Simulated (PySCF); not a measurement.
Compound: CH₅ClOSi.
Bonds: O1–Si2, Si2–C3, C3–Cl4. Hydrogens: H5 on O1; H6, H7 on Si2; H8, H9 on C3.

The same species was optimised twice, with GFN2-xTB and with PBE0-D3(BJ)/def2-SVP (PySCF), and the same property calculations (PySCF, gas phase) were run on both structures.

```
       coordinate  GFN2-xTB  PBE0-D3(BJ)/def2-SVP  change
       O1–Si2 (Å)     1.617                 1.661  +0.044
       Si2–H6 (Å)     1.455                 1.489  +0.034
       Si2–H7 (Å)     1.461                 1.494  +0.033
       Si2–C3 (Å)     1.916                 1.892  -0.024
        C3–H8 (Å)     1.086                 1.100  +0.014
        C3–H9 (Å)     1.087                 1.100  +0.013
       C3–Cl4 (Å)     1.790                 1.800  +0.010
        O1–H5 (Å)     0.955                 0.964  +0.009
    Si2–O1–H5 (°)     121.7                 113.8    -7.9
    H6–Si2–H7 (°)     115.1                 110.5    -4.6
    O1–Si2–H6 (°)     103.5                 107.1    +3.6
   Si2–C3–Cl4 (°)     108.9                 107.0    -1.9
    Cl4–C3–H8 (°)     106.5                 107.9    +1.4
    O1–Si2–C3 (°)     109.8                 108.6    -1.2
    Cl4–C3–H9 (°)     106.2                 107.3    +1.1
    O1–Si2–H7 (°)     111.8                 112.8    +1.0
O1–Si2–C3–Cl4 (°)       -56                   -54      +2
```

Rotational constants: A = 8916, B = 2455, C = 2095 MHz (GFN2-xTB) against A = 8462, B = 2573, C = 2153 MHz (PBE0-D3(BJ)/def2-SVP). Point groups within 0.08 Å: C1 and C1.

On the GFN2-xTB structure: lowest singlet, TDDFT (eV) 6.56 [PBE0/def2-SVPD]; lowest triplet, Tamm–Dancoff (eV) 5.90 [PBE0/def2-SVPD]; isotropic polarisability (au) 56.5 [PBE0/def2-SVPD]; HOMO (eV) -8.17 [PBE0/def2-SVPD]; LUMO (eV) -0.17 [PBE0/def2-SVPD]; dipole (D) 0.97 [PBE0/def2-SVPD]; HOMO (eV) -8.14 [PBE0/pcSseg-1]; LUMO (eV) 0.16 [PBE0/pcSseg-1]; dipole (D) 0.94 [PBE0/pcSseg-1]; GIAO shielding of O1 (ppm) 328.5 [PBE0/pcSseg-1]; GIAO shielding of Si2 (ppm) 375.3 [PBE0/pcSseg-1]; GIAO shielding of C3 (ppm) 151.3 [PBE0/pcSseg-1]; GIAO shielding of Cl4 (ppm) 955.3 [PBE0/pcSseg-1].

Problem. What do these properties become on the PBE0-D3(BJ)/def2-SVP structure?

Solution. 
| property | level | on GFN2-xTB | on PBE0-D3(BJ)/def2-SVP | change |
| --- | --- | --- | --- | --- |
| lowest singlet, TDDFT (eV) | PBE0/def2-SVPD | 6.56 | 6.55 | -0.01 |
| lowest triplet, Tamm–Dancoff (eV) | PBE0/def2-SVPD | 5.90 | 5.87 | -0.03 |
| isotropic polarisability (au) | PBE0/def2-SVPD | 56.5 | 57.4 | +0.9 |
| HOMO (eV) | PBE0/def2-SVPD | -8.17 | -8.33 | -0.16 |
| LUMO (eV) | PBE0/def2-SVPD | -0.17 | -0.30 | -0.13 |
| dipole (D) | PBE0/def2-SVPD | 0.97 | 1.34 | +0.37 |
| energy, GFN2-xTB geometry as zero (kcal/mol) | PBE0/def2-SVPD | 0.0 | -2.1 | -2.1 |
| HOMO (eV) | PBE0/pcSseg-1 | -8.14 | -8.31 | -0.17 |
| LUMO (eV) | PBE0/pcSseg-1 | 0.16 | -0.01 | -0.17 |
| dipole (D) | PBE0/pcSseg-1 | 0.94 | 1.31 | +0.37 |
| energy, GFN2-xTB geometry as zero (kcal/mol) | PBE0/pcSseg-1 | 0.0 | -1.6 | -1.6 |
| GIAO shielding of O1 (ppm) | PBE0/pcSseg-1 | 328.5 | 323.5 | -5.0 |
| GIAO shielding of Si2 (ppm) | PBE0/pcSseg-1 | 375.3 | 371.8 | -3.5 |
| GIAO shielding of C3 (ppm) | PBE0/pcSseg-1 | 151.3 | 149.0 | -2.3 |
| GIAO shielding of Cl4 (ppm) | PBE0/pcSseg-1 | 955.3 | 943.1 | -12.2 |

The heavy atoms differ by 0.045 Å rms after alignment. Among all bonds O1–Si2 changes most (+0.044 Å). Changes are differences of the printed values. Neither structure is proved a minimum here.

The values belong to the conformer `[OH:1][SiH2:2][CH2:3][Cl:4]`: O1–Si2–C3–Cl4 -54°, H–O1–Si2–C3 46°.
